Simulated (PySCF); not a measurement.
Ligand exchange on a metal centre used in film growth or etching (Zn OH-SH). Gas-phase values, no solvent. One relaxed conformer stands for each flexible species; it need not be the lowest.

The charge on the central atom (meta-Löwdin) from two functionals at the same geometries (r2SCAN-D4/def2-SVP), both in PySCF: PBE-D3(BJ)/def2-TZVP and TPSSh-D3(BJ)/def2-TZVP. 

| species | PBE-D3(BJ)/def2-TZVP (e) | TPSSh-D3(BJ)/def2-TZVP (e) |
|---|---|---|
| 0 of 2 OH replaced by SH ([Zn(OH)2]) | 1.24 | 1.29 |
| 1 of 2 OH replaced by SH | 1.15 | 1.19 |
| 2 of 2 OH replaced by SH ([Zn(SH)2]) | 1.05 | 1.10 |

Over these rows, drawn at random from the members with no instability flagged (it was tested for open shells, ions and some series alone), PBE minus TPSSh-D3(BJ): mean -0.05 e, from -0.05 e to -0.04 e.
